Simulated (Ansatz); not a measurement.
A nudged elastic band was laid between two geometries of C2H4AlNS (9 atoms, charge 0, multiplicity 1).

The calculation used RHF/def2-SVP in Ansatz 0.2.0.

```json
{"movable images": "7", "climbing image": "yes", "spring": "5.0 eV/Å²", "optimiser": "quadratic models (default)", "start path": "IDPP", "force threshold": "0.05 eV/Å", "iteration limit": "60", "end points": "relaxed"}
```

Initial state:

```xyz
9
Properties=species:S:1:pos:R:3
N 0.708 0.685 -2.150
Al 0.328 -0.093 -0.623
C 0.245 -1.371 0.700
C -0.397 -0.229 1.088
S -1.208 0.059 2.612
H 0.445 1.619 -2.401
H 1.220 0.262 -2.899
H 0.358 -2.287 1.272
H -1.611 1.309 2.383
```

Final state:

```xyz
9
Properties=species:S:1:pos:R:3
N 0.708 0.686 -2.149
Al 0.329 -0.093 -0.623
C 0.246 -1.371 0.700
C -0.396 -0.229 1.088
S -1.209 0.058 2.612
H 1.221 0.263 -2.899
H 0.443 1.618 -2.402
H 0.358 -2.287 1.273
H -1.612 1.308 2.383
```

(1) What changes between the two ends?

(2) What energy profile does the band end with?

(3) What is the geometry of the highest image?

(4) What are the harmonic wavenumbers there?

Results:

(1) No bond is made or broken.  The two ends are copies of one structure, up to a mirror image or an exchange of like atoms.

(2) It converged. The highest image is number 4 of 0 to 8, 0.165 eV above the ends, which have the same energy within 2 meV. A vibrational analysis at the climbing image gives one clearly imaginary mode, 265i cm⁻¹: a first-order saddle point.

```csv
image,path coordinate (Å),energy (eV)
0,0.00,0.000
1,0.43,0.022
2,0.86,0.079
3,1.28,0.139
4,1.71,0.165
5,2.15,0.140
6,2.58,0.080
7,3.01,0.023
8,3.45,0.000
```

(3) 
```xyz
9
Properties=species:S:1:pos:R:3:forces:R:3
N 0.895 0.714 -2.078 0.01 0.01 0.00
Al 0.458 -0.034 -0.542 0.01 0.01 0.01
C 0.524 -1.139 0.926 0.00 -0.03 -0.02
C -0.536 -0.270 1.016 0.01 0.01 0.01
S -1.695 -0.173 2.324 -0.01 0.01 -0.01
H 1.509 1.501 -2.174 -0.01 -0.01 -0.01
H 0.569 0.430 -2.982 0.00 -0.01 0.00
H 0.800 -1.901 1.649 0.00 0.01 0.01
H -2.436 0.827 1.845 -0.01 0.00 0.01
```

(4) 265i, 159, 173, 277, 305, 345, 383, 441, 688, 691, 909, 958, 1002, 1065, 1234, 1545, 1659, 2872, 3301, 3793, 3878 cm⁻¹.

Run time: 87 s on 1 thread of Arm Neoverse V1, with other jobs on the host, peak memory 0.19 GiB.
